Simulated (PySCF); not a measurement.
C₂H₇Si, multiplicity 2. Atoms are numbered in the order given.

```xyz
10

C      0.0420     0.4680    -1.5611
Si    -0.1336    -0.5752     0.0000
C      0.0420     0.4680     1.5611
H      1.0309     0.9570    -1.5918
H     -0.0594    -0.1501    -2.4659
H     -0.7267     1.2552    -1.5978
H      0.8765    -1.6869     0.0000
H      1.0309     0.9570     1.5918
H     -0.0594    -0.1501     2.4659
H     -0.7267     1.2552     1.5978
```
Charge 0, spin multiplicity 2.

Coordinates come from a PBE0-D3(BJ)/def2-SVP optimisation. The isomer is the one that the SMILES or the coordinates give; other isomers of the formula were not compared.

Computed with TDA-PBE/def2-SVPD run with PySCF 2.14.0.

Vertical excitations. The molecule is in vacuum.

Computed UV-visible absorptions:
```csv
state,energy (eV),λ (nm),f,main pairs
root 1,4.33,286,0.021,α HOMO→LUMO 99 %
root 2,4.62,268,0.043,α HOMO→LUMO+1 94 %
root 3,4.85,256,0.001,β HOMO→LUMO 94 %
root 4,4.90,253,0.003,β HOMO−1→LUMO 99 %
root 5,5.24,237,0.041,α HOMO→LUMO+2 99 %
root 6,5.72,217,0.056,α HOMO→LUMO+3 98 %
root 7,6.13,202,0.067,α HOMO→LUMO+4 97 %
root 8,6.24,199,0.005,α HOMO→LUMO+5 98 %
root 9,6.39,194,0.000,α HOMO→LUMO+7 95 %
root 10,6.43,193,0.041,α HOMO→LUMO+6 98 %
```
Unrestricted roots are not spin-pure.
